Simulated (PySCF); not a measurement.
A GIAO shielding run with PySCF 2.14.0 with density-fitted response routines (density fitting, non-relativistic, gas phase) on `C=CC[C@H](C)[SiH2]N=C`, C6H13NSi:

```
$ OMP_NUM_THREADS=1 python probes_run.py task.json out

{"job": {"kind": "nmr", "xc": "PBE0", "basis": "pcSseg-1"}, "charge": 0, "multiplicity": 1}
C     -1.381971    -2.101370    -0.112599
C     -1.339263    -0.972643     0.570389
C     -1.393515     0.388784    -0.039077
C     -0.137107     1.209168     0.283297
C     -0.270106     2.609212    -0.305365
Si     1.453144     0.359913    -0.347127
N      1.889711    -0.751854     0.891613
C      2.014762    -1.990125     0.956050
H     -1.333731    -3.064814     0.366851
H     -1.476385    -2.108784    -1.186559
H     -1.244467    -0.991950     1.648921
H     -1.510678     0.305058    -1.122223
H     -2.270709     0.917850     0.351878
H     -0.069827     1.305033     1.371621
H     -0.332677     2.566548    -1.391134
H     -1.169046     3.102739     0.064748
H      0.588875     3.220680    -0.039918
H      2.586970     1.284614    -0.331411
H      1.227686    -0.144352    -1.710437
H      1.852161    -2.678978     0.122743
H      2.307253    -2.447784     1.898309
```

Hardware: 1 thread of an Arm Neoverse V2, shared host. The job also computes population analyses, field gradients.

Q: How large is the calculation?

A: 70 electrons, 208 basis functions and 1093 auxiliary functions.

Q: How long does it take, and how much memory does it need?

A: 40 s of wall time, with 14 SCF cycles and 5 response iterations; peak memory 0.96 GiB. Times on a shared host scatter by some tens of per cent.
